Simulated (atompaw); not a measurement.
## What one change does to a pseudopotential (Sc (Z = 21), PAW (atompaw))

Sc, PAW, made with atompaw 4.2.0.5 (PBEsol, scalar-relativistic). Core [Ne], reference 3s2 3p6 3d1 4s1.75 4p0.25. Waves: 3s (bound): rc 1.60 bohr; 4s (bound): rc 1.70 bohr; 3p (bound): rc 1.20 bohr; 4p (bound): rc 1.85 bohr; 3d (bound): rc 2.55 bohr; 3d channel at 2.25 Ry: rc 2.55 bohr. Local part: ultrasoft scheme with l = 3 at 1 Ry, radius 2.55 bohr. Core correction: smooth core density matched at 1.70 bohr. Augmentation charge: besselshape compensation charge, radius 2.50 bohr; PAW radius 2.55 bohr; waves and projectors: custom rrkj gramschmidtortho.

Change: local potential bessel scheme, radius 2.55 bohr.

Cutoffs: the cutoffs (Ry, on a coarse ladder) from which the occupation-weighted sum of valence levels, in a spherical-Bessel basis at the reference potential, stays within 10 and 1 mRy of its value at 400 Ry; they do not see the model core or the augmentation charge, which bear on the density cutoff.

Q: What does the change do?

A: The potential gets neither clearly harder nor softer (50 Ry and 90 Ry → 50 Ry and 90 Ry); the p channel sets the loose cutoff, while the largest relative change is in s, which becomes harder; the range in which the s phases agree widens (upper end 2.7 → at the end of the scan); the range in which the d phases agree widens (upper end 3.5 → 4.7); neither file shows a bound ghost.

| quantity | base | changed |
| --- | --- | --- |
| cutoff, loose | 50 Ry | 50 Ry |
| cutoff, tight | 90 Ry | 90 Ry |
| loose cutoff by channel (10 mRy a level) | s 15 Ry, p 40 Ry, d 12 Ry | s 21 Ry, p 40 Ry, d 12 Ry |
| bound ghosts | none | none |
| s: phases at 2.55 bohr within 0.05 rad from the reference energy up to (Ry; the scan ends near 5) | 2.7 | to the end of the scan |
| p: phases at 2.55 bohr within 0.05 rad from the reference energy up to (Ry; the scan ends near 5) | 4.9 | to the end of the scan |
| d: phases at 2.55 bohr within 0.05 rad from the reference energy up to (Ry; the scan ends near 5) | 3.5 | 4.7 |
| lowest overlap eigenvalue by channel | s 0.12, p 0.12, d 0.89 | s 0.24, p 0.20, d 0.89 |

 The cutoffs see the waves, projectors and local potential, not the compensation charge or the core.
